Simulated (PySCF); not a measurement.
B(Br)(Me)(OH) (CH4BBrO), SMILES CB(O)Br. The structure is a stationary point at PBE0-D3(BJ)/def2-SVP. Other conformers were not sampled.

Method: PBE0-D3(BJ)/def2-SVP in PySCF.

Harmonic wavenumbers (cm⁻¹): 82, 255, 328, 410, 531, 637, 848, 872, 940, 1154, 1308, 1404, 1429, 1467, 3062, 3151, 3178, 3886. Rotational constants (GHz): 8.617, 2.826, 2.156; symmetry number 1.

Task: Work out the zero-point energy and the ideal-gas rigid-rotor harmonic-oscillator thermochemistry at 298.15 K and 1 atm.

Result: ZPE = ½ Σ hcν = ½ × 24941 cm⁻¹ = 35.65 kcal/mol. H − E(el) = 39.59 kcal/mol. Entropy in cal/(mol K): translation 40.33, rotation 26.22, vibration 9.28, total 75.83. G − E(el) = 16.98 kcal/mol. Cp = 19.10 cal/(mol K). Modes under 150 cm⁻¹ make the vibrational entropy uncertain.
